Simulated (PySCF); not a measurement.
## Computed beside measured shifts: Diphenyl(Thiophen-2-Ylmethyl)Phosphine Oxide (C17H15OPS)

System: Diphenyl(Thiophen-2-Ylmethyl)Phosphine Oxide (C17H15OPS), SMILES O=P(Cc1cccs1)(c1ccccc1)c1ccccc1.

Atom-mapped SMILES (hydrogens are numbered by the atom that bears them): [O:1]=[P:2]([CH2:3][c:4]1[cH:5][cH:6][cH:7][s:8]1)([c:9]1[cH:10][cH:11][cH:12][cH:13][cH:14]1)[c:15]1[cH:16][cH:17][cH:18][cH:19][cH:20]1

Method: GIAO KT3/pcSseg-2, gas phase, PySCF SCF with an in-house response code, fitting set def2-universal-JFIT, grid level 2, non-relativistic, geometry: PBE0-D3(BJ)/def2-SVP.

One optimised conformer. Values are averaged over the atoms that symmetry or fast rotation interchanges, on this one geometry and without vibrational averaging. Shifts are the reference shielding less the shielding here, at the same level (13C, 1H against isolated TMS; 17O against isolated H2O; 31P against isolated H3PO4; 33S against isolated CS2); nuclei without a reference have shieldings only.

Q: What shifts does this level give for P2, and how do they compare with measurement?

A: 
| atom | nucleus | computed / ppm | measured / ppm | computed less measured | measured against | medium of the measurement |
| --- | --- | --- | --- | --- | --- | --- |
| P2 | 31P | 3.5 | 28.6 | -25.1 | 85 % H3PO4 | CDCl3 |

Computed 19F and 31P shifts carry an offset from the reference molecule (CFCl3 is hard for DFT, lone H3PO4 or PH3 isn't the 85 % acid), so differences between compounds are more accurate than the values.

Measured values: supporting information or article, doi 10.1039/d5sc09520d.
